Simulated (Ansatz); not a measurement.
Compare A (`NC(O)[SiH2]F`) with its isomer B (`NC(O)(F)[SiH3]`).

Isolated molecules relaxed with PBE0-D4/def2-TZVP in Ansatz; ΔE leaves out vibrations. CCSD(T)/CBS is the MP2 limit (def2-TZVPP, def2-QZVPP) plus CCSD(T) − MP2 in def2-TZVPP, frozen cores. DFT in def2-TZVPP. Each species was taken in one conformer, which may not be the lowest.

Problem. Which is lower in electronic energy at CCSD(T)/CBS, and by how much? (Best estimate.)

Solution. Computed: A, by 40.2 kcal/mol.

Problem. Give E(B) − E(A) in kcal/mol with HF/def2-TZVPP, ωB97M-V, r2SCAN-D4, CCSD(T)/def2-SVP, MP2/def2-TZVPP, PBE-D4, B2PLYP. (An estimate is asked.)

Solution. Ansatz gave: HF/def2-TZVPP 39.9, ωB97M-V 37.8, r2SCAN-D4 36.9, CCSD(T)/def2-SVP 31.0, MP2/def2-TZVPP 41.2, PBE-D4 35.4, B2PLYP 39.5. None reverses the order clearly.

Problem. Does the order hold for the free energy at 298.15 K (harmonic terms from PBE0-D4)? (An estimate is asked.)

Solution. The calculation gave: Yes: G(B) − G(A) = +38.1 kcal/mol, for one conformer each.

Largest T1 diagnostic: 0.012.

From r2SCAN to r2SCAN0 (25 % exact exchange), in def2-TZVPP and without D4, E(B) − E(A) moves by +1.1 kcal/mol. At CCSD(T), def2-SVP lies −9.2 kcal/mol from the extrapolated value and def2-TZVPP −1.4 kcal/mol.
